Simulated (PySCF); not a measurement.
**Basis and Hamiltonian dependence of the ionisation energy of I²⁺**

I²⁺ [Kr] 4d10 5s2 5p3 (4S) → I³⁺ [Kr] 4d10 5s2 5p2 (3P). Calculated with PySCF 2.14 from differences of total energies of unrestricted determinants, without spin-orbit coupling. Values in eV.

| basis | Hamiltonian | functions | UHF | PBE | PBE0 | MP2 (valence) | CCSD(T) (valence) | CCSD(T) (valence and next inner shell) |
| --- | --- | --- | --- | --- | --- | --- | --- | --- |
| cc-pVDZ-PP with ECP28MDF | ECP | 23 | 29.805 | 30.261 | n/a | 30.095 | 30.061 | n/a |
| aug-cc-pVDZ-PP with ECP28MDF | ECP | 32 | 29.823 | 30.275 | 30.382 | 30.114 | 30.082 | n/a |
| x2c-SVPall | spin-free X2C | 36 | 29.920 | 30.390 | n/a | 30.188 | 30.158 | n/a |
| aug-cc-pwCVDZ-PP with ECP28MDF | ECP | 48 | 29.813 | 30.249 | 30.361 | 30.138 | 30.105 | 30.190 |
| def2-TZVP with the def2 core potential (28 electrons) | ECP | 50 | 29.891 | n/a | 30.429 | 30.322 | 30.328 | n/a |
| aug-cc-pVTZ-PP with ECP28MDF | ECP | 55 | 29.856 | 30.281 | 30.399 | 30.293 | 30.300 | n/a |
| def2-TZVPPD with the def2 core potential (28 electrons) | ECP | 59 | 29.891 | 30.313 | 30.430 | 30.324 | 30.331 | 30.449 |
| x2c-TZVPPall | spin-free X2C | 60 | 29.828 | 30.265 | 30.376 | 30.218 | n/a | 30.347 |
| aug-cc-pVQZ-PP with ECP28MDF | ECP | 92 | 29.853 | 30.273 | 30.391 | 30.339 | 30.346 | n/a |
| aug-cc-pwCVTZ-PP with ECP28MDF | ECP | 96 | 29.841 | 30.267 | 30.384 | 30.296 | 30.306 | n/a |
| aug-cc-pwCVTZ-DK3 | spin-free X2C | 109 | 29.849 | 30.286 | 30.402 | 30.302 | 30.313 | n/a |
| aug-cc-pVQZ-PP with one added diffuse shell each of s, p, d, f, g type with ECP28MDF | ECP | 117 | 29.853 | 30.273 | 30.391 | 30.339 | n/a | n/a |
| aug-cc-pwCVTZ-DK3 with one added diffuse shell each of s, p, d, f type | spin-free X2C | 125 | 29.850 | 30.286 | 30.402 | 30.303 | 30.313 | n/a |
| dyall-av2z | non-relativistic | 130 | 29.655 | 30.121 | 30.228 | 29.982 | 29.933 | n/a |

Extrapolation of CCSD(T) (valence) from aug-cc-pVTZ-PP with ECP28MDF and aug-cc-pVQZ-PP with ECP28MDF: the correlation parts are 0.444 and 0.493 eV; with the X⁻³ form and unrounded values, (4³ × 0.493 − 3³ × 0.444)/(4³ − 3³) = 0.528 eV, and adding the Hartree-Fock value 29.853 eV of the larger basis gives 30.381 eV.

Frozen in the all-electron rows: valence: [Kr] 4d10; valence and next inner shell: [Ar] 3d10; with a core potential, the same shells as far as they lie outside it.

Non-relativistic rows lack the scalar-relativistic shift.

Between the lowest levels the reference is 29.57 ± 0.025 eV (measured; NIST Atomic Spectra Database, ionization energies); it includes spin-orbit coupling, which these numbers lack.
